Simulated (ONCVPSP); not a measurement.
## Cutoff test, fluorine, ONCV

* Element: fluorine
* Generator: ONCVPSP 4.0.1
* Type: optimised norm-conserving Vanderbilt (ONCV)
* Functional: PBE
* Relativity: non-relativistic
* Frozen core: [He]
* Valence charge: 7
* Reference configuration: 2s2 2p4.5 (charge +0.5)
* Partial waves: 2s: rc 0.65 bohr, ncon 4, nbas 8, qcut 13 1/bohr, 3 projectors, debl 3.7 Ha; 2p: rc 1.20 bohr, ncon 5, nbas 9, qcut 10.8 1/bohr, 2 projectors, debl 1.9 Ha
* Local potential: polynomial inside 0.60 bohr (lpopt 5, dvloc0 1 Ha)
* Core correction: polynomial model core, fcfact 0.5

Problem. For each optimised wave give the share of its norm inside rc, the residual kinetic energy above qcut (Ha) and the cutoffs (Ha) for errors of 10, 1, 0.1 and 0.01 mHa per electron.

Solution.

| wave | norm inside rc | residual KE | 10 mHa | 1 mHa | 0.1 mHa | 0.01 mHa |
| --- | --- | --- | --- | --- | --- | --- |
| 2s | 0.228 | 1.4e-05 | 43.0 | 60.2 | 73.8 | 89.2 |
| s projector 2 | 0.035 | 1.7e-04 | 30.5 | 49.0 | 163.7 | 519.5 |
| s projector 3 | 0.029 | 2.8e-04 | 35.1 | 53.6 | 409.5 | 722.2 |
| 2p | 0.692 | 3.9e-05 | 36.9 | 46.6 | 54.6 | 117.0 |
| p projector 2 | 0.061 | 2.7e-05 | 31.7 | 43.9 | 53.4 | 74.3 |

The occupied waves need 60 Ha and 74 Ha for 1 and 0.1 mHa. Note: ghosts flagged at negative energy: s at -550.7 eV; GHOST(+) flags only above 600 eV. A true bound ghost makes a file unfit for plane-wave use. Its largest configuration-test error is +327 meV.
